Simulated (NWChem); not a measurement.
Species: BNH2Cl2; SMILES B(Cl)(N)Cl

```xyz
6

B      0.0000     0.0000    -0.3475
Cl     1.5354     0.0000     0.5451
Cl    -1.5354     0.0000     0.5451
N      0.0000     0.0000    -1.7448
H     -0.8610     0.0000    -2.2911
H      0.8610     0.0000    -2.2911
```
Atoms are numbered in this order, from 1.

Program: NWChem. Pople sets run with spherical d functions. The geometry was optimised at PBE-D3(BJ)/def2-SVP.

Task: Taking TPSS/6-311++G** as the yardstick, which of these has the fewest basis functions while keeping “highest occupied level (eV)” within 0.2 eV of it: TPSS/6-311G**; TPSS/6-31+G*; TPSS/3-21G; TPSS/STO-3G; TPSS/6-31G*?

Result: TPSS/3-21G (a larger set in the list lies outside the tolerance).
```csv
level,basis functions,highest occupied level (eV)
TPSS/STO-3G,30,-5.32
TPSS/3-21G,48,-7.20
TPSS/6-31G*,68,-7.04
TPSS/6-31+G*,84,-7.28
TPSS/6-311G**,100,-7.27
TPSS/6-311++G**,118,-7.31
```

The yardstick is one finite set, not the basis-set limit.
